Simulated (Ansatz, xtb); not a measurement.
C4H9FO2: which of two isomers lies lower

Structure a is `CCO[C@H](F)CO`, a singlet and structure b is `COC(C)(F)OC`, a singlet. Both are isolated molecules in the gas phase, relaxed with PBE0-D3(BJ)/def2-SVP; each stands in its lowest conformer found.

Energies in hartree; the thermal terms are from GFN2-xTB frequencies at re-optimised GFN2-xTB minima (ideal gas, soft modes damped towards free rotors, one conformer each, 298.15 K, 1 atm) and include the zero-point energy:

|  | a | b |
| --- | --- | --- |
| E, CCSD(T)/def2-SVP | −406.763033 | −406.767435 |
| E, MP2/def2-SVP | −406.670532 | −406.674248 |
| E, MP2/def2-TZVPP | −407.449376 | −407.448850 |
| zero-point energy | 0.129622 | 0.128267 |
| H(298 K) − E | 0.139195 | 0.138036 |
| G(298 K) − E | 0.095999 | 0.095331 |

Correct the CCSD(T) difference for the basis set by the MP2 change, then work out ΔE, ΔE₀, ΔH and ΔG for a → b in kJ/mol (1 Eh = 2625.50 kJ/mol) and the equilibrium ratio [b]/[a].

1. Differences b − a: CCSD(T) −0.004402, MP2 in the small set −0.003716, MP2 in the large set +0.000526 Eh.
2. ΔE = −0.004402 + (+0.000526 − (−0.003716)) = −0.000160 Eh = −0.42 kJ/mol.
3. ΔE₀ = ΔE + ΔZPE = −0.000160 + (−0.001355) Eh = −3.98 kJ/mol.
4. ΔH = ΔE + (−0.001159) Eh = −3.46 kJ/mol.
5. ΔG = ΔE + (−0.000668) Eh = −2.17 kJ/mol, so ΔS = (ΔH − ΔG)/T = −4.3 J/(mol K).
6. kT = 0.9442 mEh, so K = [b]/[a] = exp(−ΔG/kT) = exp(+0.88) ≈ 2.4.

The two are too close for this level to say which is favoured. An error of 4 kJ/mol in ΔG would change K by a factor of 5. Mirror images and further conformers aren't counted.

As drawn, b has 1 C–O, 1 C–H in place of 1 C–C, 1 O–H.

Other levels gave ΔE = −37.7 (GFN2-xTB); −41.7 (HF/STO-3G, GFN2-xTB geometries); −17.7 (r2SCAN-D4/def2-SVP, GFN2-xTB geometries); −10.6 (PBE0-D3(BJ)/def2-SVP); −11.0 (HF/def2-SVP); −9.8 (MP2/def2-SVP); −11.6 (CCSD(T)/def2-SVP) kJ/mol. The correlated steps freeze 7 core orbitals. Programs: Ansatz 0.2.0, xtb 6.7.1.
